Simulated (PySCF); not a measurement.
How methods differ on the excitation energy of Pb

Pb [Xe] 4f14 5d10 6s2 6p2 (3P) → Pb [Xe] 4f14 5d10 6s1 6p2 7s1 (5P), as a difference of total energies. Computed with PySCF 2.14 in aug-cc-pVQZ-DK3, with the spin-free X2C one-electron Hamiltonian (Gaussian nucleus). The calculations carry no spin-orbit coupling.

```
 method  excitation energy (eV)
    UHF                   9.583
    M06                  11.754
r2SCANh                  11.399
```

Spin-orbit coupling is strong in these open shells (close to jj coupling). The scalar numbers leave it out and a first-order estimate fails, so it can dominate the gap to the real levels.

The upper state lies above the first ionisation limit. A Rydberg-like electron needs more diffuse functions than a valence basis has.

The promoted electron is Rydberg-like, and one or two diffuse shells describe it only roughly, which tends to raise the upper state.
